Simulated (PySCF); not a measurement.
# Tc⁺ (technetium, charge +1) across methods

[Kr] 4d5 5p1, high-spin 7P determinant (an excited configuration). Computed with PySCF 2.14 in ANO-RCC-VTZP (7s6p4d2f1g, 68 functions), with scalar relativity by spin-free X2C-1e.

```json
{"method": "r2SCAN", "E (hartree)": "-4284.74", "mean ε 4p β (eV)": "-52.367", "mean ε 4d α (eV)": "-16.885", "mean ε 5p α (eV)": "-8.184", "Σ⟨r²⟩ (bohr²)": "47.66", "⟨S²⟩": "12.001"}
{"method": "PBE", "E (hartree)": "-4284.34", "mean ε 4p β (eV)": "-51.688", "mean ε 4d α (eV)": "-16.477", "mean ε 5p α (eV)": "-8.113", "Σ⟨r²⟩ (bohr²)": "47.76", "⟨S²⟩": "12.000"}
{"method": "PBE0", "E (hartree)": "-4284.42", "mean ε 4p β (eV)": "-54.128", "mean ε 4d α (eV)": "-18.224", "mean ε 5p α (eV)": "-8.645", "Σ⟨r²⟩ (bohr²)": "47.77", "⟨S²⟩": "12.001"}
{"method": "LDA", "E (hartree)": "-4279.81", "mean ε 4p β (eV)": "-52.044", "mean ε 4d α (eV)": "-16.557", "mean ε 5p α (eV)": "-8.262", "Σ⟨r²⟩ (bohr²)": "47.70", "⟨S²⟩": "12.000"}
{"method": "UHF", "E (hartree)": "-4282.55578", "mean ε 4p β (eV)": "-60.069", "mean ε 4d α (eV)": "-22.776", "mean ε 5p α (eV)": "-9.895", "Σ⟨r²⟩ (bohr²)": "48.61", "⟨S²⟩": "12.002"}
{"method": "M06-2X", "E (hartree)": "-4285.03", "mean ε 4p β (eV)": "-56.807", "mean ε 4d α (eV)": "-19.725", "mean ε 5p α (eV)": "-9.356", "Σ⟨r²⟩ (bohr²)": "47.81", "⟨S²⟩": "12.000"}
```

Estimate the same row for B97-3.

E (hartree) = -4284.42; mean ε 4p β (eV) = -54.497; mean ε 4d α (eV) = -18.108; mean ε 5p α (eV) = -8.555; Σ⟨r²⟩ (bohr²) = 47.94; ⟨S²⟩ = 12.000.
